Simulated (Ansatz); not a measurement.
Consider the silylene formation by 1,1-elimination: `[SeH][SiH2]Br` → H₂Se + `[SiH]Br`.

Computed with Ansatz on PBE0-D4/def2-TZVP structures; ΔE is electronic, products minus reactants. CCSD(T)/CBS is the MP2 limit (def2-TZVPP, def2-QZVPP) plus CCSD(T) − MP2 in def2-TZVPP, frozen cores. DFT in def2-TZVPP. B3LYP here is the variant with VWN-RPA as its local correlation; programs differ in this. For Br, Se outer-core shells are correlated without core-valence functions, which leaves a few kJ/mol of doubt a bond. Scalar relativity is left out up to krypton. One conformer a species, not always the lowest.

`[SeH][SiH2]Br`:

Z-matrix (Å, degrees):
```
Si
Br 1 2.221
Se 1 2.263 2 113.4
H 1 1.479 2 108.3 3 -116.8
H 1 1.479 2 106.6 3 122.6
H 3 1.469 1 92.5 2 70.5
```

H₂Se:

Z-matrix (Å, degrees):
```
Se
H 1 1.467
H 1 1.467 2 91.2
```

`[SiH]Br`:

```xyz
3

Si   -0.443   -0.550    0.517
Br    0.814    1.309    0.478
H    -0.371   -0.758   -0.995
```

```
             level  ΔE (kcal/mol)  difference from CCSD(T)/CBS
            PBE-D4           59.6                         -1.6
         revPBE-D4           58.6                         -2.6
        r2SCAN0-D4           65.5                          4.3
              BLYP           50.3                        -10.9
             B3LYP           54.7                         -6.5
           r2SCAN0           64.9                          3.7
         CAM-B3LYP           57.9                         -3.3
  CCSD(T)/def2-SVP           54.4                         -6.8
    MP2/def2-TZVPP           64.4                          3.2
CCSD(T)/def2-TZVPP           58.7                         -2.5
       CCSD(T)/CBS           61.2                            0
```

Question: What do rigid-rotor, harmonic-oscillator terms from PBE0-D4/def2-TZVP frequencies (298.15 K, 1 bar) make of the CCSD(T)/CBS value? (Estimate.)

Answer: The calculation gave: ΔZPE = -3.5 kcal/mol, ΔH = +58.7 kcal/mol, ΔS = 152 J/(mol·K), ΔG = +47.9 kcal/mol.

Largest T1 diagnostic among the species: 0.011.

From BLYP to BHLYP (50 % exact exchange), in def2-TZVPP and without D4, ΔE moves by +8.3 kcal/mol. Leaving LDA and LC-ωPBE aside and taking each functional with its dispersion term where it has one, the values, not all of them listed here, spread over 11.0 kcal/mol, from BLYP-D4 to r2SCAN0-D4. LDA lies +6.9 kcal/mol from PBE without D4.
